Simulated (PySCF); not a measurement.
Molecule: sum formula GeIF$_{3}$, net charge 0, singlet state. SMILES: [F][Ge]([F])([F])[I]
Geometry: optimised at B3LYP-D3(BJ)/def2-TZVP (Ansatz).

Dispersion corrections to the total energy (kcal/mol) from the dftd3 and dftd4 libraries through PySCF: D3(BJ) without and D4 with the three-body term, each with the damping fitted for the functional named.

| functional | D3(BJ) | D4 |
|---|---|---|
| HSE06 | -2.05 | -2.64 |
| B2PLYP | -2.65 | [?] |
| BLYP | -5.73 | -6.91 |
| r2SCAN | -0.66 | [?] |
| LC-wPBE | -2.74 | -3.71 |
| HF | [?] | -10.04 |
| PBE | -2.41 | -3.25 |

Problem. Complete the blanks.

Solution. 
- B2PLYP, D4: -2.25
- r2SCAN, D4: -0.71
- HF, D3(BJ): -19.79
